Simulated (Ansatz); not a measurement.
Gas-phase electronic energies from Ansatz, PBE0-D4/def2-TZVP geometries. CBS: MP2 limit from def2 TZ/QZ plus the TZ coupled-cluster correction, frozen cores. This one scheme is used for every species. DFT in def2-TZVPP. B3LYP here is the variant with VWN-RPA as its local correlation; programs differ in this. Triplets are unrestricted, without spin–orbit coupling. Each species was taken in one conformer, which may not be the lowest.

`CC([SiH3])C=N` → `[CH2]` (triplet) + `N=CC[SiH3]`  (formal loss of a carbene)

`CC([SiH3])C=N`:

Z-matrix (Å, degrees):
```
C
C 1 1.529
H 1 1.093 2 111.2
H 1 1.094 2 111.1 3 -119.8
H 1 1.092 2 111.4 3 120.4
Si 2 1.897 1 110.8 3 -177.6
C 2 1.495 1 112.2 3 61.1
H 2 1.097 1 110.3 3 -60.2
H 6 1.487 2 109.5 1 -65.0
H 6 1.485 2 110.2 1 174.6
H 6 1.488 2 109.1 1 54.2
N 7 1.265 2 128.7 1 -139.8
H 7 1.097 2 114.7 1 41.6
H 12 1.023 7 110.8 2 1.4
```

`[CH2]` (triplet):

Cartesian coordinates in Å:
```
C -0.224 -0.096 0.130
H -0.313 -0.150 -0.944
H 0.537 0.245 0.814
```

`N=CC[SiH3]`:

```xyz
11

N    -0.693    1.436    1.634
C     0.025    0.460    1.274
C    -0.299   -0.604    0.281
Si    0.549   -0.277   -1.377
H    -1.601    1.414    1.165
H     1.024    0.395    1.719
H     0.050   -1.579    0.639
H    -1.378   -0.668    0.113
H     0.294   -1.414   -2.300
H     0.014    0.973   -1.973
H     2.014   -0.135   -1.174
```

Question: Is it downhill or uphill in electronic energy at CCSD(T)/CBS, and by how much? (Best estimate.)

Answer: Computed: Uphill: ΔE = +431.0 kJ/mol.

Question: What do these levels give: PBE-D4, PBE0-D4, B3LYP-D4, ωB97X-V, B2PLYP, PBE, PBE0, MP2/def2-TZVPP, CCSD/def2-TZVPP, CCSD(T)/def2-TZVPP, MP2/def2-QZVPP, CCSD/CBS(def2)? (Estimate.)

Answer: Computed: PBE-D4 435.8, PBE0-D4 427.3, B3LYP-D4 421.8, ωB97X-V 440.4, B2PLYP 418.3, PBE 427.4, PBE0 420.0, MP2/def2-TZVPP 434.3, CCSD/def2-TZVPP 408.0, CCSD(T)/def2-TZVPP 420.2, MP2/def2-QZVPP 440.5, CCSD/CBS(def2) 418.8 kJ/mol.

Largest T1 diagnostic among the species: 0.012.

In def2-TZVPP, CCSD(T) changes the Hartree–Fock value by +142.3 kJ/mol (the triples alone add +12.2 kJ/mol) and MP2 by +156.4 kJ/mol. From PBE to PBE0 (25 % exact exchange), in def2-TZVPP and without D4, ΔE moves by −7.3 kJ/mol.
